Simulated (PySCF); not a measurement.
Species: C₇H₆N₂.
InChI=1S/C7H6N2/c1-9-7-4-2-3-6(7)5-8/h2-3H,1,4H2

The calculation used PySCF, TDDFT CAM-B3LYP/def2-SVPD, vertical, gas phase, core orbitals frozen in the response. The structure is a single PBE0-D3(BJ)/def2-SVP conformer in the gas phase; no vibrational or solvent corrections. Torsions of this conformer, `[CH2:1]=[N:2][C:3]1=[C:4]([C:5]#[N:6])[CH:7]=[CH:8][CH2:9]1`: C1–N2–C3–C4 -49°.

Broadening: Gaussians 0.25 eV wide at half height, area fixed by f = 4.319×10⁻⁹ ∫ε dν̃. The width is an assumption, not a result. The curve ends short of the highest state used, and states not computed would add to its high-energy end.

(E (eV), ε (L mol⁻¹ cm⁻¹)): (3.39, 24), (3.47, 260), (3.55, 1584), (3.63, 5470), (3.71, 10704), (3.79, 11873), (3.87, 7464), (3.95, 2659), (4.02, 677), (4.10, 83), (4.18, 6), (4.26, 0), (4.34, 0), (4.42, 0), (4.50, 0), (4.58, 7), (4.66, 82), (4.74, 540), (4.82, 2004), (4.90, 4217), (4.98, 5029), (5.06, 3402), (5.14, 1334), (5.22, 468), (5.30, 641), (5.38, 1123), (5.45, 1205), (5.53, 768), (5.61, 278), (5.69, 60)

(1) Where are the band maxima, and which computed states make them?

(2) On this curve, what absorbance would a 10⁻⁵ mol/L sample give at 365 nm over a 1 cm path?

(3) Coming from long wavelengths, where does ε first pass 100 L mol⁻¹ cm⁻¹?

Answers

(1) 329 nm (3.76 eV), ε about 12000, made up of S1 (100%); 250 nm (4.96 eV), ε about 5100, made up of S2 (100%); 228 nm (5.43 eV), ε about 1200, made up of S3 (100%) (ε in L mol⁻¹ cm⁻¹; maxima over ε = 5, shares over 10%). The states used: S1 3.76 eV (f 0.113); S2 4.96 eV (f 0.047); S3 5.43 eV (f 0.011); S4 6.03 eV (f 0.0050); S5 6.18 eV (f 0.024); S6 6.29 eV (f 0.012).

(2) 365 nm is 3.397 eV, where ε is about 30 L mol⁻¹ cm⁻¹, so A = ε c l ≈ 0.0003 (Beer–Lambert, with the gas-phase spectrum and the assumed width).

(3) At about 361 nm (3.44 eV), 0.33 eV below S1.
